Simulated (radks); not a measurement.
Results of a calculation; reference values are marked as such.
All-electron atom: Ti2+ in [Ar] 3d2. Code: a radial shooting solver on a logarithmic mesh with Libxc functionals. Model: scalar-relativistic Kohn-Sham, exchange-only r2SCAN, spin-polarised, spherical densities, finite nucleus; open shells are filled with parallel spins first; meta-GGA in the generalised Kohn-Sham scheme; Fermi nuclear charge, rms radius 3.5921 fm.

Normalised radial functions P(r) = r R(r), r in bohr:

| r | 2p up | 3p down |
|---|---|---|
| 0.003761 | 0.0049 | 0.0017 |
| 0.00424 | 0.0062 | 0.0022 |
| 0.004781 | 0.0077 | 0.0027 |
| 0.005434 | 0.0099 | 0.0035 |
| 0.006127 | 0.0124 | 0.0044 |
| 0.006963 | 0.0157 | 0.0056 |
| 0.007851 | 0.0197 | 0.0070 |
| 0.008923 | 0.0250 | 0.0088 |
| 0.01006 | 0.0313 | 0.0110 |
| 0.01134 | 0.0391 | 0.0138 |
| 0.01289 | 0.0495 | 0.0174 |
| 0.01454 | 0.0616 | 0.0217 |
| 0.01652 | 0.0776 | 0.0273 |
| 0.01863 | 0.0962 | 0.0339 |
| 0.021 | 0.1188 | 0.0419 |
| 0.02387 | 0.1484 | 0.0523 |
| 0.02691 | 0.1822 | 0.0641 |
| 0.03059 | 0.2258 | 0.0794 |
| 0.03449 | 0.2749 | 0.0966 |
| 0.03889 | 0.3329 | 0.1168 |
| 0.0442 | 0.4059 | 0.1422 |
| 0.04983 | 0.4857 | 0.1698 |
| 0.05664 | 0.5835 | 0.2034 |
| 0.06386 | 0.6874 | 0.2388 |
| 0.07258 | 0.8107 | 0.2804 |
| 0.08183 | 0.9370 | 0.3221 |
| 0.09226 | 1.0715 | 0.3655 |
| 0.1049 | 1.2201 | 0.4115 |
| 0.1182 | 1.3593 | 0.4520 |
| 0.1344 | 1.5003 | 0.4886 |
| 0.1515 | 1.6179 | 0.5128 |
| 0.1708 | 1.7133 | 0.5230 |
| 0.1942 | 1.7809 | 0.5131 |
| 0.2189 | 1.8039 | 0.4795 |
| 0.2488 | 1.7791 | 0.4135 |
| 0.2805 | 1.7065 | 0.3207 |
| 0.3188 | 1.5779 | 0.1886 |
| 0.3595 | 1.4153 | 0.0365 |
| 0.4053 | 1.2222 | -0.1369 |
| 0.4606 | 0.9977 | -0.3372 |
| 0.5194 | 0.7861 | -0.5271 |
| 0.5903 | 0.5756 | -0.7150 |
| 0.6656 | 0.4063 | -0.8624 |
| 0.7504 | 0.2713 | -0.9695 |
| 0.8529 | 0.1642 | -1.0284 |
| 0.9616 | 0.0947 | -1.0280 |
| 1.093 | 0.0479 | -0.9718 |
| 1.232 | 0.0230 | -0.8757 |
| 1.389 | 0.0099 | -0.7505 |
| 1.579 | 0.0036 | -0.6012 |
| 1.78 | 0.0012 | -0.4613 |
| 2.024 | 0.0003 | -0.3259 |
| 2.282 | 0.0001 | -0.2203 |
| 2.593 | 0.0000 | -0.1343 |
| 2.924 | 0.0000 | -0.0780 |
| 3.297 | 0.0000 | -0.0416 |
| 3.747 | 0.0000 | -0.0192 |
| 4.224 | 0.0000 | -0.0083 |
| 4.801 | 0.0000 | -0.0030 |
| 5.413 | 0.0000 | -0.0010 |

2p up: eigenvalue -464.43 eV, 0 radial nodes, <r> = 0.290 bohr, 90 % of the charge inside 0.476 bohr. 3p down: eigenvalue -53.375 eV, 1 radial node at r = 0.369 bohr, <r> = 1.08 bohr, 90 % of the charge inside 1.67 bohr.
